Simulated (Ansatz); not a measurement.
CH₂Cl₅Si₂, doublet, geometry from GFN2-xTB; CAM-B3LYP/STO-3G (Ansatz, an electronic-structure program).

Here is a job for Ansatz.
Ansatz 0.2 input:
```yaml
crystal:
  periodic: [false, false, false]
  atoms:
    - {symbol: Cl, position_ang: [3.41525895, -1.34409871, -0.27085055]}
    - {symbol: Si, position_ang: [1.74669864, -0.28088033, -0.75186272]}
    - {symbol: Cl, position_ang: [1.94499597, 1.60955830, -0.04047943]}
    - {symbol: C, position_ang: [0.24015503, -1.15886881, 0.05257970]}
    - {symbol: Si, position_ang: [-1.35818607, -0.12608024, 0.18853658]}
    - {symbol: Cl, position_ang: [-1.19850249, 1.18695867, 1.71029326]}
    - {symbol: Cl, position_ang: [-2.91472829, -1.36456811, 0.55088283]}
    - {symbol: Cl, position_ang: [-1.68554634, 0.86518030, -1.53683948]}
    - {symbol: H, position_ang: [0.03314168, -2.07281011, -0.50320774]}
    - {symbol: H, position_ang: [0.54162996, -1.47804627, 1.05318232]}
basis:
  gaussian:
    orbitals: STO-3G
    symmetry_tolerance_ang: 0.01
hamiltonian:
  xc: cam_b3lyp
magnetization: {spin_polarized: true, initial_magnetization: 1}
```

Problem. Predict the main parts of the log of this Ansatz run.

Solution. 
```
Functional definition: CAM-B3LYP
786 factors; integrals over basis functions are off by at most 3.6e-5 eV
331 factors; integrals over basis functions are off by at most 6.9e-7 eV
mean field evaluation 1: about -78557.0201 eV, gradient 2.6e1 eV
mean field evaluation 2: about -78561.1907 eV, gradient 1.8e1 eV
mean field evaluation 4: about -78563.5702 eV, gradient 7.1e-1 eV
mean field evaluation 8: about -78563.5636 eV, gradient 1.5e-2 eV
mean field -78563.56364581 eV, -2887.1577116875 hartree, gradient 6.9e-5 eV, S^2 0.751077; 0 other end points of the search recorded, 0 dependent functions left out
reference -78563.56376894 eV, -2887.1577162123 hartree; 61, 60 occupied and 9, 10 virtual orbitals, 786 factors
Total energy: -78563.56376894 eV, -2887.1577162123 hartree
```
